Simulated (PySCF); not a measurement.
## Steps of a relaxation of [Eu(NH2)4]−

[Eu(NH2)4]− (singlet in the valence; each metal's 4f electrons, 6 of them, lie in its core potential, out of spins and levels; a saddle point, relaxed within its symmetry). PySCF 2.14.0, RKS PBE0, Eu lcecp-1-SVP with ECP52, N def2-SVP, H def2-SVP; non-relativistic Hamiltonian with scalar-relativistic core potentials where named; density fitting; no spin-orbit coupling. Origin of the start: template. Columns: position (Å) and force (eV/Å). Energies are counted from the last step; some of the 11 steps are shown. Forces carry noise of the integration grid, about 0.01 to 0.03 eV/Å.

Run from Python with OMP_NUM_THREADS=2. Where DIIS fails, smearing, a level shift and second-order steps follow.
It took 80 s on 2 threads of Arm Neoverse V1, on a shared host, from the converged density of the start.

```xyz
13
step 0  E = 0.118 eV
Eu    0.0000    0.0000    0.0000     0.00    0.00    0.00
N     1.3224    1.3224    1.3224    -0.43   -0.12   -0.12
H     1.6631    1.0762    2.2500     0.18    0.22    0.03
H     1.6631    2.2500    1.0762     0.18    0.03    0.22
N    -1.3224   -1.3224    1.3224     0.43    0.12   -0.12
H    -1.6631   -1.0762    2.2500    -0.18   -0.22    0.03
H    -1.6631   -2.2500    1.0762    -0.18   -0.03    0.22
N     1.3224   -1.3224   -1.3224    -0.43    0.12    0.12
H     1.6631   -2.2500   -1.0762     0.18   -0.03   -0.22
H     1.6631   -1.0762   -2.2500     0.18   -0.22   -0.03
N    -1.3224    1.3224   -1.3224     0.43   -0.12    0.12
H    -1.6631    2.2500   -1.0762    -0.18    0.03   -0.22
H    -1.6631    1.0762   -2.2500    -0.18    0.22   -0.03
```

```xyz
13
step 3  E = 0.019 eV
Eu    0.0000    0.0000    0.0000     0.00    0.00    0.00
N     1.2539    1.3600    1.3600    -0.08    0.00    0.00
H     1.7068    1.0932    2.2336     0.01   -0.05    0.08
H     1.7068    2.2336    1.0932     0.01    0.08   -0.05
N    -1.2539   -1.3600    1.3600     0.08    0.00    0.00
H    -1.7068   -1.0932    2.2336    -0.01    0.05    0.08
H    -1.7068   -2.2336    1.0932    -0.01   -0.08   -0.05
N     1.2539   -1.3600   -1.3600    -0.08    0.00    0.00
H     1.7068   -2.2336   -1.0932     0.01   -0.08    0.05
H     1.7068   -1.0932   -2.2336     0.01    0.05   -0.08
N    -1.2539    1.3600   -1.3600     0.08    0.00    0.00
H    -1.7068    2.2336   -1.0932    -0.01    0.08    0.05
H    -1.7068    1.0932   -2.2336    -0.01   -0.05   -0.08
```

```xyz
13
step 7  E = 0.003 eV
Eu    0.0000    0.0000    0.0000     0.00    0.00    0.00
N     1.1741    1.4002    1.4002    -0.03   -0.05   -0.05
H     1.6069    1.1396    2.2879     0.00    0.03    0.00
H     1.6069    2.2879    1.1396     0.00    0.00    0.03
N    -1.1741   -1.4002    1.4002     0.03    0.05   -0.05
H    -1.6069   -1.1396    2.2879     0.00   -0.03    0.00
H    -1.6069   -2.2879    1.1396     0.00    0.00    0.03
N     1.1741   -1.4002   -1.4002    -0.03    0.05    0.05
H     1.6069   -2.2879   -1.1396     0.00    0.00   -0.03
H     1.6069   -1.1396   -2.2879     0.00   -0.03    0.00
N    -1.1741    1.4002   -1.4002     0.03   -0.05    0.05
H    -1.6069    2.2879   -1.1396     0.00    0.00   -0.03
H    -1.6069    1.1396   -2.2879     0.00    0.03    0.00
```

Q: Where does the relaxation end?

A: It converges at step 10 in D2d:
```xyz
13
step 10  E = 0
Eu    0.0000    0.0000    0.0000
N     1.1560    1.4043    1.4043
H     1.5608    1.1651    2.3110
H     1.5608    2.3110    1.1651
N    -1.1560   -1.4043    1.4043
H    -1.5608   -1.1651    2.3110
H    -1.5608   -2.3110    1.1651
N     1.1560   -1.4043   -1.4043
H     1.5608   -2.3110   -1.1651
H     1.5608   -1.1651   -2.3110
N    -1.1560    1.4043   -1.4043
H    -1.5608    2.3110   -1.1651
H    -1.5608    1.1651   -2.3110
```

Q: How did the contacts change?

A: 
| contact | start (Å) | end (Å) |
| --- | --- | --- |
| Eu1–N2 (NH2) | 2.290 | 2.298 |
| Eu1–N5 (NH2) | 2.290 | 2.298 |
| Eu1–N8 (NH2) | 2.290 | 2.298 |
| Eu1–N11 (NH2) | 2.290 | 2.298 |


An lcecp potential fixes the number of 4f electrons, so in runs with it no electron can move into or out of that shell.
